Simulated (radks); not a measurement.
Values are calculated unless marked as measured or tabulated.
The mean radii <r> (bohr) of the occupied orbitals of an atom or ion are listed with their occupations. Code: a radial shooting solver on a logarithmic mesh with Libxc functionals. Model: non-relativistic Kohn-Sham, LB94 model potential, spin-unpolarised, spherical densities, point nucleus.

| orbital | occ. | <r> |
|---|---|---|
| 1s | 2 | 0.05902 |
| 2s | 2 | 0.2686 |
| 2p | 6 | 0.2352 |
| 3s | 2 | 0.7580 |
| 3p | 6 | 0.7649 |

Name the element and its charge.

Answer. Z = 26, iron, charge +8: Fe8+ in [Ar]. The 1s radius gives Z: for a bare nucleus <r> = 1.5/Z, 0.05769 bohr for Z = 26, and screening makes it slightly larger (0.05902 here). The occupations add up to 18, and the charge is Z minus that.
